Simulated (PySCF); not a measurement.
## Calculated data, B2GeH3N, B2GeH6N, BCl2GeH2, AlBGeH4N and others

Calculation on a computer-drawn molecule: the log of a Hartree-Fock and frozen-core CCSD(T) single point meant for a local Hartree-Fock minimum, with one planted fault or none, to be diagnosed. Offsets are logged minus clean, where the clean run is the same molecule without the fault. The reference is restricted for singlets and unrestricted otherwise, and also for a bond in bohr or an excited solution. Adding or removing an electron swaps singlet and doublet. The excited solution moves the top pair (singlet) or top alpha electron (doublet) to the lowest empty orbital. Highest occupied and lowest empty are orbital energies over both spins, largest force is the largest gradient component, triples share is (T) over the correlation energy, the T1 limit is 0.02 restricted and 0.045 unrestricted, electrons count all cores, a negative frequency is imaginary (commonest isotopes), and the dipole is about the centre of nuclear charge; on germanium a core potential holds 10 electrons, which the energies leave out, and 3d is frozen in MP2 and coupled-cluster steps. Program: PySCF 2.14.0.

Common to all runs: meant charge 0; meant basis and core potential on germanium cc-pVDZ-PP ECP10MDF; logged SCF converged yes; possible faults no fault, one electron removed, one electron added, multiplicity raised by two, geometry at a saddle point, SCF held on an excited solution, minimal basis STO-3G, one bond length entered in bohr, all coordinates scaled.

(1) B2GeH3N

Logged structure:
```xyz
7
B2GeH3N
B      0.1489    -0.2461    -0.8956
N      1.0873    -0.6196    -0.1714
B      2.1597    -1.0057     0.6602
Ge     3.4430     0.4775     1.4677
H     -0.7360     0.1015    -1.5793
H      2.3473    -2.1795     0.8661
H      2.5876     0.5773     2.8010
```

- meant multiplicity: 1
- meant basis: cc-pVDZ
- logged electrons: 52
- logged basis functions: 80
- logged spin squared: 0
- logged highest occupied: -5.3576 eV
- logged lowest empty: -1.7345 eV
- logged largest force: 0.073436 hartree/bohr
- logged CC converged: no
- logged dipole magnitude: 4.1257 debye
- logged SCF stable within its kind: no
- logged energy HF: -398.74843 hartree
- planted fault: SCF held on an excited solution
- HF energy offset from clean run: 119 kcal/mol

Drawn bonds:
| atom | other atom | order |
| --- | --- | --- |
| 1 | 2 | 2 |
| 2 | 3 | 1 |
| 3 | 4 | 1 |
| 1 | 5 | 1 |
| 3 | 6 | 1 |
| 4 | 7 | 1 |

Notes: CCSD not converged.

(2) B2GeH6N

Logged structure:
```xyz
10
B2GeH6N
B     -1.2008    -1.1850    -3.0223
Ge    -1.7538    -1.1001    -1.0852
B     -0.7088    -0.2177     0.4716
N     -1.2023    -0.2232     1.7679
H     -0.1650    -0.6880    -3.3648
H     -1.8945    -1.7257    -3.8360
H     -3.0912    -1.7531    -0.6902
H      0.3468     0.3117     0.2554
H     -2.0702    -0.6412     2.0323
H     -0.7127     0.1970     2.5315
```

* meant multiplicity: 2
* meant basis: cc-pVDZ
* logged electrons: 54
* logged basis functions: 95
* logged spin squared: 0
* logged highest occupied: -16.195 eV
* logged lowest empty: -6.3024 eV
* logged largest force: 0.042201 hartree/bohr
* logged T1 diagnostic: 0.017826
* logged D1 diagnostic: 0.071782
* logged triples share: 0.027681
* logged CC converged: yes
* logged dipole magnitude: 0.68437 debye
* logged SCF stable within its kind: yes
* logged energy HF: -400.43183 hartree
* logged energy CCSD(T): -400.90205 hartree
* planted fault: one electron removed
* HF energy offset from clean run: 160.6 kcal/mol
* CCSD(T) energy offset from clean run: 171.4 kcal/mol

Drawn bonds:
| atom | other atom | order |
| --- | --- | --- |
| 1 | 2 | 1 |
| 2 | 3 | 1 |
| 3 | 4 | 1 |
| 1 | 5 | 1 |
| 1 | 6 | 1 |
| 2 | 7 | 1 |
| 3 | 8 | 1 |
| 4 | 9 | 1 |
| 4 | 10 | 1 |

(3) BCl2GeH2

Logged structure:
```xyz
6
BCl2GeH2
Cl    -0.6488     1.0570     1.2999
B     -0.3971    -0.5577     0.6784
Ge    -1.7968    -1.4938    -0.5138
Cl    -3.2051    -0.1247    -1.4530
H      0.5628    -1.1670     1.0391
H     -1.2919    -2.4146    -1.6259
```

* meant multiplicity: 2
* meant basis: cc-pV(D+d)Z
* logged electrons: 74
* logged basis functions: 93
* logged spin squared: 0
* logged highest occupied: -1.5822 eV
* logged lowest empty: 6.8049 eV
* logged largest force: 0.048143 hartree/bohr
* logged T1 diagnostic: 0.021796
* logged D1 diagnostic: 0.098785
* logged triples share: 0.030432
* logged CC converged: yes
* logged dipole magnitude: 1.1741 debye
* logged SCF stable within its kind: yes
* logged energy HF: -1238.30907 hartree
* logged energy CCSD(T): -1238.83366 hartree
* planted fault: one electron added
* HF energy offset from clean run: -15.85 kcal/mol
* CCSD(T) energy offset from clean run: -35.6 kcal/mol

Drawn bonds:
| atom | other atom | order |
| --- | --- | --- |
| 1 | 2 | 1 |
| 2 | 3 | 1 |
| 3 | 4 | 1 |
| 2 | 5 | 1 |
| 3 | 6 | 1 |

Notes: T1 above single-reference limit.

(4) AlBGeH4N

Logged structure:
```xyz
8
AlBGeH4N
B     -2.4072    -1.4892     1.0881
Ge    -1.5116     0.3678     1.0488
Al     0.7667     0.0516     0.1081
N      2.2241    -0.2140    -0.4872
H     -2.3730    -2.3696     1.8940
H     -2.2500     1.3487     0.1359
H     -1.3514     1.0139     2.4313
H      3.1328    -0.3472    -0.8588
```

* meant multiplicity: 2
* meant basis: cc-pV(D+d)Z
* logged electrons: 60
* logged basis functions: 94
* logged spin squared: 0
* logged highest occupied: -12.635 eV
* logged lowest empty: -6.8033 eV
* logged largest force: 0.043445 hartree/bohr
* logged T1 diagnostic: 0.043799
* logged D1 diagnostic: 0.15708
* logged triples share: 0.045572
* logged CC converged: yes
* logged dipole magnitude: 9.7489 debye
* logged SCF stable within its kind: yes
* logged energy HF: -616.33709 hartree
* logged energy CCSD(T): -616.78373 hartree
* planted fault: one electron removed
* HF energy offset from clean run: 188.5 kcal/mol
* CCSD(T) energy offset from clean run: 187.4 kcal/mol

Drawn bonds:
| atom | other atom | order |
| --- | --- | --- |
| 1 | 2 | 1 |
| 2 | 3 | 1 |
| 3 | 4 | 2 |
| 1 | 5 | 1 |
| 2 | 6 | 1 |
| 2 | 7 | 1 |
| 4 | 8 | 1 |

Notes: T1 above single-reference limit.

(5) BGeH7N2

Logged structure:
```xyz
11
BGeH7N2
N     -0.1173    -0.4358     2.5760
B      0.0036     0.3485     1.4419
Ge     0.7142    -0.6218    -0.2612
N      0.6650    -2.4445     0.1481
H     -0.4316    -0.0895     3.4594
H      0.1299    -1.4060     2.5765
H     -0.2882     1.5132     1.4928
H     -0.0699    -0.3079    -1.5548
H      2.1929    -0.3170    -0.5586
H      1.7966    -3.4990    -0.9589
H     -0.2594    -2.8377     0.0733
```

* meant multiplicity: 1
* meant basis: cc-pVDZ
* logged electrons: 58
* logged basis functions: 100
* logged spin squared: 0.8146
* logged highest occupied: -10.24 eV
* logged lowest empty: 2.7949 eV
* logged largest force: 0.014207 hartree/bohr
* logged T1 diagnostic: 0.053455
* logged D1 diagnostic: 0.28971
* logged triples share: 0.034829
* logged CC converged: yes
* logged dipole magnitude: 2.609 debye
* logged SCF stable within its kind: yes
* logged energy HF: -430.95659 hartree
* logged energy CCSD(T): -431.54257 hartree
* planted fault: one bond length entered in bohr, row 9 of the drawn bonds
* HF energy offset from clean run: 80.18 kcal/mol
* CCSD(T) energy offset from clean run: 86.73 kcal/mol

Drawn bonds:
| atom | other atom | order |
| --- | --- | --- |
| 1 | 2 | 1 |
| 2 | 3 | 1 |
| 3 | 4 | 1 |
| 1 | 5 | 1 |
| 1 | 6 | 1 |
| 2 | 7 | 1 |
| 3 | 8 | 1 |
| 3 | 9 | 1 |
| 4 | 10 | 1 |
| 4 | 11 | 1 |

Notes: T1 above single-reference limit.

(6) AlBGeH5N

Logged structure:
```xyz
9
AlBGeH5N
N     -0.0900     1.4755     2.8334
B      0.6227     0.5549     2.4366
Ge     1.8027    -0.9456     1.6695
Al     1.9971    -0.6980    -0.8188
H     -0.6576     2.2014     3.1824
H      1.1586    -2.2775     2.0802
H      3.1617    -0.8545     2.3782
H      3.1596     0.1737    -1.4389
H      0.9474    -1.3994    -1.7685
```

- meant multiplicity: 1
- meant basis: cc-pV(D+d)Z
- logged electrons: 62
- logged basis functions: 99
- logged spin squared: 0
- logged highest occupied: -4.4979 eV
- logged lowest empty: -4.8511 eV
- logged largest force: 0.083228 hartree/bohr
- logged CC converged: no
- logged dipole magnitude: 5.7083 debye
- logged SCF stable within its kind: no
- logged energy HF: -616.93526 hartree
- planted fault: SCF held on an excited solution
- HF energy offset from clean run: 258.1 kcal/mol

Drawn bonds:
| atom | other atom | order |
| --- | --- | --- |
| 1 | 2 | 2 |
| 2 | 3 | 1 |
| 3 | 4 | 1 |
| 1 | 5 | 1 |
| 3 | 6 | 1 |
| 3 | 7 | 1 |
| 4 | 8 | 1 |
| 4 | 9 | 1 |

Notes: CCSD not converged.
